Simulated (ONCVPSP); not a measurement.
Cutoff test, Ca (Z = 20), ONCV

```
Element                 : Ca (Z = 20)
Generator               : ONCVPSP 4.0.1
Type                    : optimised norm-conserving Vanderbilt (ONCV)
Functional              : PBEsol
Relativity              : scalar-relativistic
Frozen core             : [Ne] 3s2
Valence charge          : 8
Reference configuration : 3p6 4s1.5 (charge +0.5)
Partial waves           : 4s: rc 2.60 bohr, ncon 4, nbas 6, qcut 2.2 1/bohr, 3 projectors, debl 3.7 Ha; 3p: rc 1.45 bohr, ncon 3, nbas 7, qcut 9.8 1/bohr, 2 projectors, debl 0.5 Ha; d scattering state at 0.19 Ha: rc 2.15 bohr, ncon 3, nbas 6, qcut 4.5 1/bohr, 2 projectors, debl 2.6 Ha
Local potential         : polynomial inside 1.00 bohr (lpopt 4, dvloc0 2 Ha)
Core correction         : Teter function, fcfact 2.75, rcfact 1.5
```

In the p channel the program set the typed energies aside and used -1.147, 0.250 Ha. In the d channel the program set the typed energies aside and used -0.183, 2.417 Ha.

**Question.** For each optimised wave give the share of its norm inside rc, the residual kinetic energy above qcut (Ha) and the cutoffs (Ha) for errors of 10, 1, 0.1 and 0.01 mHa per electron.

**Answer.**

| wave | norm inside rc | residual KE | 10 mHa | 1 mHa | 0.1 mHa | 0.01 mHa |
| --- | --- | --- | --- | --- | --- | --- |
| 4s | 0.179 | 1.1e-03 | 1.0 | 3.6 | 10.7 | 15.1 |
| s projector 2 | 0.144 | 3.5e-01 | 9.7 | 16.7 | 20.9 | 34.2 |
| s projector 3 | 0.096 | 1.3e+00 | 23.7 | 27.4 | 37.1 | 53.4 |
| 3p | 0.689 | 6.4e-08 | 10.5 | 14.8 | 30.5 | 37.1 |
| p projector 2 | 0.096 | 3.6e-08 | 9.2 | 13.0 | 27.5 | 35.7 |
| d projector 1 | 0.608 | 7.0e-03 | 9.7 | 26.7 | 50.7 | not reached |
| d projector 2 | 0.166 | 1.2e-01 | 28.0 | 42.6 | 76.4 | not reached |

The occupied waves need 15 Ha and 30 Ha for 1 and 0.1 mHa. The cutoffs count occupied waves only; projector 2 of the d channel, the hardest unoccupied one, needs 43 Ha at the loose tolerance. 1 of 4 tests not solved or not reliable.
